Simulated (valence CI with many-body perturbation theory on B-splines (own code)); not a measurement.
**E1 transitions of Cr³⁺**

Computed by relativistic CI+MBPT: three valence electrons over a frozen Dirac-Fock core [Ar], a basis of 9 s, 9 p, 10 d, 8 f, 5 g, 3 h, 1 i functions for each j, with the one-electron correlation potential Σ1 (screened to all orders), the two-electron term Σ2, the three-electron term Σ3, Breit, model QED; selected single and double excitations, second order for the rest, scaled by the run's own slope (own B-spline code, finite nucleus).

Against 66 measured levels this calculation errs by 1079 cm⁻¹ on average and by 1844 at most. These come from a selection out of Sugar and Corliss, J. Phys. Chem. Ref. Data 6, 317 (1977). Levels without a partner in it may be off by more, other configurations by 1,000 to 8,000 cm⁻¹.

Lines 201 to 245 of 245 in falling wavelength, among levels below 179680 cm⁻¹, chosen from the strongest by gf and those to the six lowest levels. Wavelengths and rates use the calculated energies, so an error of 1000 cm⁻¹ moves a line at 620.1 Å by 0.62 % and its rate by three times that or more. Electric multipoles are in the length gauge, E1 and E2 with the static RPA response of the core. Weak lines are less certain than strong ones. Lines between different terms over intervals too small for the method are left out, as are lines whose strength nearly cancels. The highest levels of a list are the least certain.

Letters in brackets count levels of one name in rising energy.

| λ vac (Å) | λ from measured levels | Upper | Lower | A (s⁻¹) | S (a.u.) with core polarisation | S without |
| --- | --- | --- | --- | --- | --- | --- |
| 620.1 | 615.6 | 3d²4p ⁴P°_3/2 | 3d³ ⁴P_5/2 | 6.15e+08 | 2.90e-01 | 3.17e-01 |
| 619.8 | 615.3 | 3d²4p ⁴P°_1/2 | 3d³ ⁴P_3/2 | 9.64e+08 | 2.27e-01 | 2.49e-01 |
| 619.4 | 614.9 | 3d²4p ⁴P°_1/2 | 3d³ ⁴P_1/2 | 1.87e+08 | 4.38e-02 | 4.81e-02 |
| 619.0 | 614.5 | 3d²4p ⁴P°_3/2 | 3d³ ⁴P_3/2 | 1.30e+08 | 6.07e-02 | 6.67e-02 |
| 618.5 | 614.0 | 3d²4p ⁴P°_3/2 | 3d³ ⁴P_1/2 | 4.31e+08 | 2.01e-01 | 2.21e-01 |
| 618.3 | 613.7 | 3d²4p ⁴P°_5/2 | 3d³ ⁴P_5/2 | 8.12e+08 | 5.68e-01 | 6.23e-01 |
| 617.2 | 612.6 | 3d²4p ⁴P°_5/2 | 3d³ ⁴P_3/2 | 3.16e+08 | 2.20e-01 | 2.41e-01 |
| 616.8 | 609.9 | 3d²4p ²G°_7/2 [a] | 3d³ ⁴F_9/2 | 2.09e+05 | 1.94e-04 | 2.10e-04 |
| 615.3 | 608.4 | 3d²4p ²G°_7/2 [a] | 3d³ ⁴F_7/2 | 1.84e+06 | 1.70e-03 | 1.84e-03 |
| 614.8 | 608.0 | 3d²4p ²G°_9/2 [a] | 3d³ ⁴F_9/2 | 9.78e+06 | 1.12e-02 | 1.22e-02 |
| 614.1 | 607.3 | 3d²4p ²G°_7/2 [a] | 3d³ ⁴F_5/2 | 1.13e+06 | 1.04e-03 | 1.12e-03 |
| 613.4 | 606.5 | 3d²4p ²G°_9/2 [a] | 3d³ ⁴F_7/2 | 2.33e+06 | 2.65e-03 | 2.88e-03 |
| 585.7 | 581.6 | 3d²4p ²P°_3/2 | 3d³ ⁴F_5/2 | 9.46e+05 | 3.75e-04 | 4.14e-04 |
| 585.6 | 581.1 | 3d²4p ²F°_5/2 [b] | 3d³ ⁴F_7/2 | 1.20e+07 | 7.16e-03 | 7.87e-03 |
| 584.9 | 580.8 | 3d²4p ²P°_3/2 | 3d³ ⁴F_3/2 | 9.27e+04 | 3.66e-05 | 4.07e-05 |
| 584.5 | 580.1 | 3d²4p ²F°_5/2 [b] | 3d³ ⁴F_5/2 | 2.66e+06 | 1.57e-03 | 1.73e-03 |
| 584.4 | 580.0 | 3d²4p ²F°_7/2 [b] | 3d³ ⁴F_9/2 | 4.53e+07 | 3.57e-02 | 3.91e-02 |
| 583.7 | 579.3 | 3d²4p ²F°_5/2 [b] | 3d³ ⁴F_3/2 | 6.23e+04 | 3.67e-05 | 4.03e-05 |
| 583.1 | 578.7 | 3d²4p ²F°_7/2 [b] | 3d³ ⁴F_7/2 | 5.97e+06 | 4.67e-03 | 5.12e-03 |
| 582.8 | 578.6 | 3d²4p ²P°_1/2 | 3d³ ⁴F_3/2 | 1.29e+06 | 2.52e-04 | 2.78e-04 |
| 582.0 | 577.6 | 3d²4p ²F°_7/2 [b] | 3d³ ⁴F_5/2 | 2.16e+05 | 1.68e-04 | 1.84e-04 |
| 579.7 | 576.6 | 3d²4p ⁴D°_3/2 [b] | 3d³ ⁴F_5/2 | 6.82e+08 | 2.62e-01 | 2.88e-01 |
| 579.6 | 576.6 | 3d²4p ⁴D°_1/2 [b] | 3d³ ⁴F_3/2 | 9.21e+08 | 1.77e-01 | 1.94e-01 |
| 579.4 | 576.2 | 3d²4p ⁴D°_5/2 [b] | 3d³ ⁴F_7/2 | 6.45e+08 | 3.72e-01 | 4.08e-01 |
| 578.9 | 575.8 | 3d²4p ⁴D°_3/2 [b] | 3d³ ⁴F_3/2 | 1.65e+08 | 6.34e-02 | 6.96e-02 |
| 578.3 | 575.2 | 3d²4p ⁴D°_5/2 [b] | 3d³ ⁴F_5/2 | 1.35e+08 | 7.74e-02 | 8.49e-02 |
| 578.1 | 575.0 | 3d²4p ⁴D°_7/2 [b] | 3d³ ⁴F_9/2 | 8.06e+08 | 6.15e-01 | 6.74e-01 |
| 577.5 | 574.4 | 3d²4p ⁴D°_5/2 [b] | 3d³ ⁴F_3/2 | 7.45e+06 | 4.25e-03 | 4.67e-03 |
| 577.4 | 573.7 | 3d²4p ²D°_3/2 [b] | 3d³ ⁴F_5/2 | 5.67e+07 | 2.15e-02 | 2.36e-02 |
| 577.0 | 573.4 | 3d²4p ²D°_5/2 [b] | 3d³ ⁴F_7/2 | 1.04e+08 | 5.89e-02 | 6.46e-02 |
| 576.8 | 573.8 | 3d²4p ⁴D°_7/2 [b] | 3d³ ⁴F_7/2 | 9.43e+07 | 7.14e-02 | 7.83e-02 |
| 576.6 | 572.9 | 3d²4p ²D°_3/2 [b] | 3d³ ⁴F_3/2 | 2.10e+07 | 7.96e-03 | 8.72e-03 |
| 575.9 | 572.3 | 3d²4p ²D°_5/2 [b] | 3d³ ⁴F_5/2 | 2.72e+07 | 1.54e-02 | 1.69e-02 |
| 575.8 | 572.7 | 3d²4p ⁴D°_7/2 [b] | 3d³ ⁴F_5/2 | 4.90e+06 | 3.69e-03 | 4.05e-03 |
| 575.1 | 571.5 | 3d²4p ²D°_5/2 [b] | 3d³ ⁴F_3/2 | 1.63e+06 | 9.17e-04 | 1.00e-03 |
| 571.0 | 565.1 | 3d²4p ²G°_7/2 [b] | 3d³ ⁴F_9/2 | 1.43e+05 | 1.05e-04 | 1.15e-04 |
| 570.6 |  | 3d²4p ²G°_9/2 [b] | 3d³ ⁴F_9/2 | 1.33e+04 | 1.22e-05 | 1.32e-05 |
| 569.7 | 563.8 | 3d²4p ²G°_7/2 [b] | 3d³ ⁴F_7/2 | 3.82e+04 | 2.79e-05 | 3.06e-05 |
| 569.3 |  | 3d²4p ²G°_9/2 [b] | 3d³ ⁴F_7/2 | 4.99e+03 | 4.54e-06 | 5.22e-06 |
| 568.4 | 566.0 | 3d²4p ⁴P°_3/2 | 3d³ ⁴F_5/2 | 1.15e+06 | 4.18e-04 | 4.54e-04 |
| 568.4 | 566.0 | 3d²4p ⁴P°_1/2 | 3d³ ⁴F_3/2 | 3.76e+05 | 6.82e-05 | 7.41e-05 |
| 567.9 | 565.5 | 3d²4p ⁴P°_5/2 | 3d³ ⁴F_7/2 | 1.76e+06 | 9.55e-04 | 1.04e-03 |
| 567.7 | 565.2 | 3d²4p ⁴P°_3/2 | 3d³ ⁴F_3/2 | 2.54e+05 | 9.16e-05 | 9.95e-05 |
| 566.9 | 564.4 | 3d²4p ⁴P°_5/2 | 3d³ ⁴F_5/2 | 3.21e+05 | 1.73e-04 | 1.88e-04 |
| 566.2 | 563.7 | 3d²4p ⁴P°_5/2 | 3d³ ⁴F_3/2 | 1.64e+04 | 8.80e-06 | 9.55e-06 |
